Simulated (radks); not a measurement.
Values are calculated unless marked as measured or tabulated.
Excited configurations of Sr I: one electron is placed in a higher orbital outside [Kr] 5s1. The ground configuration is [Kr] 5s2. Code: a radial shooting solver on a logarithmic mesh with Libxc functionals. Model: scalar-relativistic Kohn-Sham, PBE, spin-polarised, spherical densities, finite nucleus; open shells are filled with parallel spins first (spin-orbit coupling, left out, can overturn this in heavy ions); Fermi nuclear charge, rms radius 4.224 fm. Excitation = E - E(ground); binding = E(ion) - E, where the ion is the core of charge +1; n* = 1/sqrt(2 binding) in atomic units, and the quantum defect is n - n*.

outer orbital  excitation (eV)  binding (eV)     n*  eigenvalue (eV)  <r> (bohr)
4d                       1.870         3.829  1.885           -1.143       3.938
4f                       4.711         0.988  3.712           -0.468       16.09
5p                       1.824         3.875  1.874           -2.096       5.462
5d                       4.142         1.557  2.956           -0.788       11.32
5f                       4.990         0.708  4.383           -0.401       27.02
6s                       3.471         2.228  2.471           -1.376       10.03
6d                       4.702         0.997  3.694           -0.586       20.54
6f                       5.173         0.526  5.086           -0.331       39.84
7s                       4.445         1.254  3.294           -0.795       18.37
7p                       4.691         1.008  3.674           -0.642       21.99

The Delta-SCF ionisation energy is 5.699 eV (NIST Atomic Spectra Database: 5.695 eV, measured). Self-interaction in the functional shifts the binding energies and quantum defects, so they are the method's values and not measured ones.
